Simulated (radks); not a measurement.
Results of a calculation; reference values are marked as such.
Spherical jellium clusters: N electrons in a uniform positive sphere of charge N and radius rs N^(1/3), rs = 4.23 bohr. Level of theory: non-relativistic Kohn-Sham, LDA (Slater exchange, Perdew-Wang correlation), spin-polarised, spherical densities (a radial shooting solver with Libxc functionals). Levels are named by radial order and angular momentum (1s, 1p, 1d, 2s, ...), and open shells are averaged over m.

N = 18, configuration 1s2 1p6 1d10. This is the lowest configuration that the search found. Occupied and some empty levels:

level,occupation,eigenvalue (eV),<r> (bohr)
1s,2,-4.7069,6.646
1p,6,-3.9115,8.121
1d,10,-2.9676,9.111
2s,0,-2.6623,7.581
1f,0,-1.8910,9.992
2p,0,-1.4243,9.454

Energy (eV): total -33.7626, kinetic 27.961, external -943.33, Hartree 467.14, exchange-correlation -62.712, background 477.18. Static polarisability (adiabatic kernel): 1782 bohr^3, against R^3 = 1362 for a classical metal sphere.
